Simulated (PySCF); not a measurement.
# Atomic charges by several schemes

Compound: C3H9F2NSi3.
Structure used (GFN2-xTB), in Å, numbered top down from 1:
```
atom  x, y, z in Å
N1    -3.5222   -0.0752   -0.5797
C2    -2.4136   -0.6495   -0.4562
C3    -1.3886   -0.4187    0.5901
F4    -1.9619   -0.0594    1.7874
F5    -0.6765   -1.5638    0.8619
Si6   -0.0981    0.9734    0.0816
C7     0.9432    0.1962   -1.3393
Si8    2.4675   -0.5294   -0.3839
Si9    1.7347    0.6641    1.5158
H10   -3.7595    0.5553    0.1863
H11   -2.1058   -1.3423   -1.2331
H12   -0.9893    2.0727   -0.3225
H13    1.2616    0.9697   -2.0369
H14    0.4154   -0.5405   -1.9413
H15    3.7299   -0.1696   -1.0431
H16    2.4178   -1.9929   -0.3495
H17    2.4362    1.9135    1.8478
H18    1.5004    0.0027    2.8030
```

Density: PBE0/pcSseg-1 (PySCF); schemes: Mulliken, IAO, Hirshfeld and ESP-fitted. One conformer (not necessarily the lowest) at the GFN2-xTB geometry, without solvent, vibrations or thermal averaging.

Q: Which atoms carry the lowest charge in the Mulliken, IAO, Hirshfeld and ESP-fitted schemes?

A: The schemes don't all agree: Mulliken C7 (-0.840); IAO C7 (-0.808); Hirshfeld C7 (-0.252); ESP-fitted N1 (-0.729).

Q: At which atom do the 4 schemes differ most?

A: At C7: from -0.840 (Mulliken) to -0.252 e (Hirshfeld), 0.588 e apart.

Q: Give the atomic charges in each scheme.

A: In e:

| atom | environment | Mulliken | IAO | Hirshfeld | ESP-fitted |
| --- | --- | --- | --- | --- | --- |
| N1 | imine nitrogen | -0.309 | -0.404 | -0.214 | -0.729 |
| C2 | imine carbon | +0.009 | +0.010 | +0.027 | +0.358 |
| C3 | CF2 carbon | +0.322 | +0.293 | +0.091 | +0.276 |
| F4 | fluorine of a CF2 group | -0.303 | -0.302 | -0.106 | -0.225 |
| F5 | fluorine of a CF2 group | -0.309 | -0.306 | -0.094 | -0.233 |
| Si6 | SiH silicon | +0.436 | +0.578 | +0.249 | +0.221 |
| C7 | sp3 carbon bound to silicon | -0.840 | -0.808 | -0.252 | -0.448 |
| Si8 | SiH2 silicon | +0.416 | +0.475 | +0.252 | +0.325 |
| Si9 | SiH2 silicon | +0.060 | +0.154 | +0.153 | +0.021 |
| H10 | N–H hydrogen | +0.171 | +0.253 | +0.109 | +0.377 |
| H11 | hydrogen on a C=N carbon | +0.127 | +0.157 | +0.054 | +0.055 |
| H12 | Si–H hydrogen | -0.020 | -0.088 | -0.066 | -0.047 |
| H13 | methylene hydrogen | +0.174 | +0.166 | +0.040 | +0.145 |
| H14 | methylene hydrogen | +0.176 | +0.161 | +0.037 | +0.105 |
| H15 | Si–H hydrogen | -0.049 | -0.099 | -0.074 | -0.087 |
| H16 | Si–H hydrogen | -0.034 | -0.091 | -0.070 | -0.072 |
| H17 | Si–H hydrogen | -0.021 | -0.080 | -0.073 | -0.031 |
| H18 | Si–H hydrogen | -0.007 | -0.068 | -0.064 | -0.011 |

Mean size of the charges over all atoms: IAO 0.250 e, Mulliken 0.210 e, ESP-fitted 0.209 e, Hirshfeld 0.113 e. Each set sums to the total charge, 0, to within 0.001 e. The Hirshfeld scheme weights the molecular density at each point by an atom's share of the summed free-atom densities.

Q: How many electrons does the Hirshfeld scheme count on Si8?

A: Z − q = 14 − (+0.252) = 13.748.

Q: Sum the charges by element, for elements with more than one atom.

A: 
```
element  atoms  Mulliken     IAO  Hirshfeld  ESP-fitted
      C      3    -0.509  -0.505     -0.134      +0.186
      F      2    -0.612  -0.608     -0.200      -0.458
     Si      3    +0.913  +1.207     +0.654      +0.568
      H      9    +0.518  +0.310     -0.107      +0.434
```

Q: How closely do the schemes follow one another over all atoms?

A: Correlation coefficient and root-mean-square difference: Mulliken with IAO 0.98, 0.062 e; IAO with Hirshfeld 0.95, 0.196 e; Mulliken with Hirshfeld 0.89, 0.186 e; IAO with ESP-fitted 0.83, 0.178 e; Hirshfeld with ESP-fitted 0.83, 0.182 e; Mulliken with ESP-fitted 0.81, 0.179 e.
